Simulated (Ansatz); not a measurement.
Two shapes of singlet GeH₄.

Shape 1:

```xyz
5

Ge    0.0000    0.0000    0.0000
H     0.8875    0.8875    0.8875
H     0.8875   -0.8875   -0.8875
H    -0.8875    0.8875   -0.8875
H    -0.8875   -0.8875    0.8875
```

Shape 2:

```xyz
5

Ge   -0.0356    0.0261    0.0235
H     0.8951    0.9195    0.9251
H     0.9254   -0.8554   -0.8820
H    -0.8425    0.9050   -0.8745
H    -0.9051   -0.8424    0.8751
```

Basis set: def2-TZVP (spherical functions). Left uncorrelated: 9 orbitals. Charge 0, multiplicity 1.

Computed with Ansatz (development build ahead of 0.2.0); each method stands on the lowest determinant of its kind that the runs found.

Problem. Which shape is lower in energy, and by how much in each method?

Solution.

```
 method  E(2) − E(1) (eV)
    RHF             0.073
RHF-MP2             0.070
```

Shape 1 is lower.
